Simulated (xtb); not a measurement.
InClBr2, SMILES [Cl][In]([Br])[Br]. All values are semi-empirical tight-binding results from xtb (GFN2-xTB unless named), good for trends rather than for accurate numbers. Geometry optimised at GFN2-xTB. The structure was generated by enumeration; whether it is a known compound was not checked.

Optimised geometry:

```xyz
4

In     0.0000     0.0000    -0.3621
Cl     0.0000     0.0000    -2.6556
Br     0.0000     2.1408     0.8984
Br     0.0000    -2.1408     0.8984
```

For metal compounds this method's bond lengths and energies can be far off.

- point group as xtb finds it: C2v
- orbital gap: 2.71 eV
- zero-point energy: 1.4 kcal/mol
- G − E(el) at 298.15 K (modified RRHO): -20.7 kcal/mol

Give the atomic charges and the Wiberg bond orders between heavy atoms. (Estimate from the structure and the level; the computed values follow.)

charges (e) In1 0.24, Cl2 -0.09, Br3 -0.08, Br4 -0.08. Bond orders In1–Cl2 1.07, In1–Br3 1.03, In1–Br4 1.03.
